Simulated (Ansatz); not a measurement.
Species: NaF, net charge 0, singlet state. SMILES: [F][Na]
Geometry from a B3LYP-D3(BJ)/def2-TZVP (Ansatz, a first-principles code) optimisation:
```
Na
F 1 1.9271
```

Atomisation energy built up term by term with Ansatz (kcal/mol; UHF references for open shells; valence terms freeze the core; atomic spin-orbit terms are left out; no core correlation term is included; no scalar relativity (X2C) term is included). CBS(X,Y): correlation extrapolated as X^-3; Hartree-Fock from the larger set.

```
term                                     basis  kcal/mol
----------------  ----------------------------  --------
Hartree-Fock                       def2-QZVPPD         ?
CCSD correlation  CBS(def2-TZVPPD,def2-QZVPPD)     44.65
(T)               CBS(def2-TZVPPD,def2-QZVPPD)         ?
sum: De                                                ?
```

Question: Fill in the missing entries.

Answer: 
- Hartree-Fock, kcal/mol: 66.90
- (T), kcal/mol: 3.31
- sum: De, kcal/mol: 114.9
